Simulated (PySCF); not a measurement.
# Polarisability and C₆ of Te (tellurium, neutral)

[Kr] 4d10 5s2 5p4, high-spin 3P determinant. Computed with PySCF 2.14 in def2-QZVPPD with the def2 core potential (28 electrons), with scalar relativity through the core potential. Coupled (time-dependent) response in atomic units; α is the mean over directions.

```
   method  mean α (bohr³)         α xx, yy, zz  C₆ (like pair)  S(−4)
CAM-B3LYP           39.11  36.58, 44.18, 36.58           427.0  378.4
```

S(−4) is the Cauchy moment in α(ω) = α(0) + S(−4) ω² + …

Reference α: 38 ± 4 bohr³ (recommended; Schwerdtfeger and Nagle, table of static dipole polarizabilities (2023 update)). Published C₆: 445.0 (Chu and Dalgarno (2004); Tang, Norbeck and Certain (1976)).

Spin-orbit coupling is absent.

α(iu) at CAM-B3LYP:

| u (hartree) | α(iu) (bohr³) |
| --- | --- |
| 0 | 39.11 |
| 0.0500 | 38.20 |
| 0.100 | 35.77 |
| 0.200 | 29.05 |
| 0.300 | 22.71 |
| 0.500 | 14.17 |
| 0.750 | 8.712 |
| 1.00 | 5.951 |
| 1.50 | 3.420 |
| 2.00 | 2.305 |
| 3.00 | 1.308 |
| 5.00 | 0.6048 |

The components differ because the open shell of this determinant is not spherical; for a pure term their mean is the scalar polarisability.

Energies and moments cover only the electrons outside the core potential.
